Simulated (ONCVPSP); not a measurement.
## osmium (Os): excitation energies, all-electron against ONCV

| Property | Result |
| --- | --- |
| Element | Os (Z = 76) |
| Generator | ONCVPSP 4.0.1 |
| Type | optimised norm-conserving Vanderbilt (ONCV) |
| Functional | BLYP |
| Relativity | scalar-relativistic |
| Frozen core | [Kr] 4d10 |
| Valence charge | 30 |
| Reference configuration | 4f14 5s2 5p6 5d6 6s1.5 6p0.5 |
| Partial waves | 5s+6s: rc 1.50 bohr, ncon 4, nbas 9, qcut 8.7 1/bohr, 2 projectors; 5p+6p: rc 1.65 bohr, ncon 4, nbas 9, qcut 6.8 1/bohr, 2 projectors; 5d: rc 1.75 bohr, ncon 4, nbas 8, qcut 5.4 1/bohr, 2 projectors, debl 1.1 Ha; 4f: rc 0.65 bohr, ncon 3, nbas 7, qcut 28.5 1/bohr, 2 projectors, debl 0.6 Ha |
| Local potential | polynomial inside 0.40 bohr (lpopt 2, dvloc0 4 Ha) |
| Core correction | Teter function, fcfact 5.75, rcfact 1.8 |

In the f channel the program set the typed energies aside and used -1.937, 0.250 Ha.

Energies are relative to the spin-unpolarised reference configuration 4f14 5s2 5p6 5d6 6s1.5 6p0.5; without spin polarisation the order of configurations can differ from experiment.

```csv
valence configuration,charge,ΔE all-electron (eV),error AE − PS (meV)
4f14 5s2 5p6 5d6 6s2 6p0,0,-2.459,+0.5
4f14 5s2 5p6 5d6 6s1 6p0,+1,7.073,-3.2
4f14 5s2 5p6 5d6 6s0 6p0,+2,24.057,-13
```

(1) What are ΔE and the potential's error for 4f14 5s2 5p5 5d6 6s2 6p0?

Levels in the configuration 4f14 5s2 5p5 5d6 6s2 6p0:

```
level  all-electron (eV)  pseudo (eV)
   4f            -65.740      -66.015
   5s           -104.584     -104.755
   5p            -63.308      -63.459
   5d            -17.029      -17.034
   6s            -14.361      -14.363
```

Note: ghosts flagged at negative energy: s at -1207.8 eV, p at -453.7 eV; GHOST(+) flagged for d at 76.0 eV, s at 264.8 eV. A true bound ghost makes a file unfit for plane-wave use.

Answers

(1) ΔE = 54.299 eV all-electron; the error (AE − PS) is -134 meV.
